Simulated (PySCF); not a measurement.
N-methylaniline, C₇H₉N.
InChI=1S/C7H9N/c1-8-7-5-3-2-4-6-7/h2-6,8H,1H3

Torsions of this conformer, `[CH3:1][NH:2][c:3]1[cH:4][cH:5][cH:6][cH:7][cH:8]1`: C1–N2–C3–C4 -15°.

The closed-shell ground state was solved at several levels (PySCF, density fitting, gas phase, non-relativistic). The structure is a single PBE0-D3(BJ)/def2-TZVP conformer in the gas phase; no vibrational or solvent corrections.

| level | basis functions | HOMO (eV) | LUMO (eV) | gap (eV) | dipole (D) |
| --- | --- | --- | --- | --- | --- |
| PBE0/pcSseg-2 | 414 | -5.72 | -0.04 | 5.68 | 1.88 |
| KT3/pcSseg-2 | 414 | -4.75 | -0.86 | 3.89 | 1.90 |
| B97-2/pcSseg-2 | 414 | -5.48 | -0.06 | 5.42 | 1.87 |

(1) Estimate the row for wB97X-D/pcSseg-2, a basis of 414 functions; the other rows only guide the guess.

(2) Over all these levels, which gives the widest orbital gap and which the narrowest?

(3) In the pcSseg-2 basis, how does the gap go with the fixed share of exact exchange?

(4) How far do the dipole and the HOMO energy spread over the levels?

Results:

(1) HOMO -7.43 eV, LUMO 1.69 eV, gap 9.12 eV, dipole 1.83 D.

(2) wB97X-D/pcSseg-2 (range-separated hybrid) has the widest, 9.12 eV, and KT3/pcSseg-2 (GGA) the narrowest, 3.89 eV. From the narrowest to the widest the HOMO moves by -2.68 eV and the LUMO by +2.55 eV.

(3) KT3 (0 %) 3.89 eV; B97-2 (21 %) 5.42 eV; PBE0 (25 %) 5.68 eV. Each rise in the share widens the gap here.

(4) The dipole runs from 1.83 to 1.90 D (mean 1.87 D) and the HOMO from -7.43 to -4.75 eV.
